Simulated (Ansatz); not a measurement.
Relaxation of AlClFH$_{4}$N (8 atoms, charge 0, multiplicity 1), to a largest force component of 0.03 eV/Å in at most 50 steps.

Computed with Ansatz, RKS r2SCAN-D4/def2-SVP.

```xyz
8
Properties=species:S:1:pos:R:3
Al 0.010 0.587 -0.473
H -0.016 0.143 2.248
Cl 1.719 -0.547 -0.873
N -1.575 0.059 -0.999
H -1.776 -0.803 -1.498
H -2.431 0.580 -0.847
F 0.180 2.082 0.265
H 0.051 0.797 1.955
```

Q: Where does it end, and by what steps?

A: The forces met the threshold. After 7 steps the energy has fallen by 0.090 eV; H2 moved furthest, 0.46 Å.

```csv
step,energy less start (eV),largest force component (eV/Å),accepted
0,0.0000,1.606,yes
1,-0.0438,0.715,yes
2,-0.0688,0.405,yes
3,-0.0762,0.354,yes
4,-0.0867,0.179,yes
5,-0.0885,0.120,yes
6,-0.0896,0.032,yes
7,-0.0898,0.014,yes
```

```xyz
8
Properties=species:S:1:pos:R:3
Al 0.014 0.649 -0.367
H -0.079 -0.031 1.823
Cl 1.721 -0.527 -0.687
N -1.566 0.068 -0.868
H -1.743 -0.829 -1.308
H -2.419 0.616 -0.835
F 0.200 2.231 0.124
H 0.033 0.721 1.893
```

Whether the end is a true minimum wasn't checked by a vibrational analysis.

The run took 26 s on 2 threads of Arm Neoverse V1 (shared host), peak memory 0.16 GiB.
